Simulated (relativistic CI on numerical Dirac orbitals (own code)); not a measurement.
## What each ingredient does to the levels of Mg IX

Base calculation: Dirac-Coulomb-Breit CI, separate exchange-only KLI orbitals for each configuration, a model potential for QED, unscaled Slater integrals.

Configurations in the expansion (outside the closed core 1s2): 2s², 2s2p, 2p², 2p3s, 2p3p, 2s3s, 2s3p, 2s3d, 2s4s, 2s4p, 2s4d, 2s4f, 2s5s, 2s5p, 2s5d, 2s5f, 2s5g, 3s², 3s3p, 3p². Levels of other configurations are missing.

The lowest level and the first level of each name with at least 55 % of one term (blank where a level has no safe partner in the second run):

| Level | Base (cm⁻¹) | Shift (cm⁻¹) |
| --- | --- | --- |
| 2s² ¹S0 | 0 | 0 |
| 2s2p ³P°0 | 141673 | -941 |
| 2s2p ³P°1 | 142785 | -2052 |
| 2s2p ³P°2 | 145219 | -4487 |
| 2s2p ¹P°1 | 284716 | -3602 |
| 2p² ³P0 | 368640 | -4725 |
| 2p² ³P1 | 369921 | -6006 |
| 2p² ³P2 | 372075 | -8160 |
| 2p² ¹D2 | 412018 | -7130 |
| 2p² ¹S0 | 512807 | -7063 |
| 2s3s ³S1 | 1530949 | -3033 |
| 2s3s ¹S0 | 1556988 | -3213 |
| 2s3p ¹P°1 | 1596086 | -4125 |
| 2s3p ³P°0 | 1598345 | -3364 |
| 2s3p ³P°1 | 1598723 | -3743 |
| 2s3p ³P°2 | 1599333 | -4353 |
| 2s3d ³D1 | 1631203 | -4318 |
| 2s3d ³D2 | 1631315 | -4430 |
| 2s3d ³D3 | 1631509 | -4624 |
| 2s3d ¹D2 | 1658301 | -4470 |
| 2p3s ³P°0 | 1711634 | -4267 |
| 2p3s ³P°1 | 1712804 | -5437 |

At this charge configurations can still be misplaced by up to about 7 % of their energy.

**Question.** One thing was changed in a second run, which moved the levels as shown. Which?
A. Breit term removed
B. QED terms removed
C. non-relativistic limit
D. configuration mixing switched off

**Answer.** C. Non-relativistic limit. Without relativity the fine structure collapses and s electrons lose their extra binding.
